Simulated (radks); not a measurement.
Species: the neon ion Ne+. Configuration: [He] 2s1 2p6 (not the ground configuration).

Calculated with a radial shooting solver on a logarithmic mesh with Libxc functionals: non-relativistic Kohn-Sham, PBEsol, spin-unpolarised, spherical densities, point nucleus.

Energy parts (hartree):
| part | energy |
|---|---|
| total | -126.85232 |
| kinetic | 126.54020 |
| electron-nucleus | -300.67399 |
| Hartree | 58.66715 |
| exchange-correlation | -11.38569 |

Orbitals (lengths in bohr, moments of r in powers of bohr; r(max) is where P^2 peaks):
orbital  occ.  eigenvalue (hartree)  r(max)    <r^2>     <r>     <r^4>
1s          2             -31.22481  0.1030  0.03385  0.1584  0.002986
2s          1              -2.03917  0.6753   0.9097  0.8680     1.603
2p          6              -1.18816  0.6059    1.015  0.8859     2.495

The highest occupied level is 2p at -32.331 eV. Virial ratio -V/T = 2.00247. Summed over all electrons, <r^2> = 7.068 bohr^2, which gives a Langevin (diamagnetic) susceptibility term of -5.6 x 10^-6 cm^3/mol. The electron density at the nucleus is 604 e/bohr^3. The density falls to 0.001 e/bohr^3 at r = 2.67 bohr.
